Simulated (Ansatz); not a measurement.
`C[SiH2]P` + `[OH][SbH2]` → `P[O][SbH2]` + `C[SiH3]` at 298.15 K and 1 bar (cleavage of the P–Si bond).

Calculated with Ansatz (gas phase, PBE0-D4/def2-TZVP geometries, no zero-point term in ΔE). CBS: MP2 limit from def2 TZ/QZ plus the TZ coupled-cluster correction, frozen cores. This one scheme is used for every species. def2 core potentials past Kr. For Sb outer-core shells are correlated without core-valence functions, which leaves a few kJ/mol of doubt a bond. One conformer a species, not always the lowest.

```tsv
species	CCSD(T)/CBS energy (Eh)	H − E (kJ/mol)	S (J/(mol·K))
`C[SiH2]P`	-672.28696	205.7	318.4
`[OH][SbH2]`	-316.98030	82.9	277.2
`P[O][SbH2]`	-658.51611	110.1	338.2
`C[SiH3]`	-330.73916	173.3	255.5
```

H − E and S are ideal-gas, rigid-rotor, harmonic terms from PBE0-D4/def2-TZVP, for one conformer and one mirror image of each species. 1 Eh = 2625.50 kJ/mol, R = 8.31446 J/(mol·K).

Task: By hand: ΔE, ΔH, ΔS and ΔG.

Result: ΔE = (-658.51611) + (-330.73916) − (-672.28696) − (-316.98030) = 0.01199 Eh = 31.5 kJ/mol. Δ(H − E) = 110.1 + 173.3 − 205.7 − 82.9 = -5.2, so ΔH = 26.3 kJ/mol. ΔS = 338.2 + 255.5 − 318.4 − 277.2 = -1.9 J/(mol·K). ΔG = 26.3 − 298.15 × (-1.9)/1000 = 26.9 kJ/mol.

Task: By hand: the equilibrium constant, and the temperature at which ΔG would vanish if ΔH and ΔS stayed fixed.

Result: log₁₀ K = −ΔG/(RT ln 10) = -4.7. ΔH and −TΔS have one sign here, so there is no such temperature. One of them is within its doubt of zero, so this could turn.

The number of gas molecules stays the same, so ΔS is small and ΔH decides. A doubt of 5 kJ/mol in ΔE shifts log₁₀ K by 0.9 here. Other conformers and mirror images would add mixing entropy, several J/(mol·K) or more a flexible species. Modes under 60 cm⁻¹, often nearly free rotors, make the harmonic entropy too high. These are equilibria of isolated gas molecules and say nothing of rates. Largest T1 diagnostic: 0.015 (customary marks: 0.02 for closed shells, 0.045 for open ones).
